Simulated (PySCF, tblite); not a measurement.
Compound: C6H9ClO.
Structure used (GFN2-xTB), in Å, numbered top down from 1:
```xyz
17
C6H9ClO angstrom
C      0.8074   -1.4750    0.3323
C      0.3771   -0.0266    0.1197
C      1.5598    0.8711    0.2804
O      1.7874    1.6575    1.1356
Cl     2.7232    0.6707   -1.0501
C     -0.8505    0.4082    0.9478
C     -1.6787    0.5136   -0.3415
C     -0.4265    0.2156   -1.1797
H      1.5606   -1.7604   -0.3983
H      1.2187   -1.6050    1.3316
H     -0.0547   -2.1279    0.2223
H     -1.1917   -0.3343    1.6647
H     -0.7031    1.3550    1.4622
H     -2.4501   -0.2480   -0.4272
H     -2.1261    1.4879   -0.5200
H     -0.4902   -0.6534   -1.8297
H     -0.0697    1.0631   -1.7601
```

Jobs on this species (17 atoms, 70 electrons) with PySCF (density fitting) and tblite. Hardware of each: one thread of an Arm Neoverse N1 (shared host). The host was shared with other jobs, so the times are rough.

| level and settings | work | basis functions | SCF cycles | wall time |
| --- | --- | --- | --- | --- |
| GFN2-xTB | L-BFGS relaxation | – | – | 0.66 s |
| PBE0/pcSseg-1 | shieldings, ring-centre shieldings, charges and field gradients | 188 | ? | ? |
| GFN2-xTB | Hessian by finite differences | – | – | 0.95 s |

Q: Fill in the missing figures.

A: 
- PBE0/pcSseg-1; shieldings, ring-centre shieldings, charges and field gradients: 53 s, 14 SCF cycles

Q: What do all jobs in the table cost together?

A: About 55 s; the longest takes about 97 % of that, and about 80 times as long as the shortest.
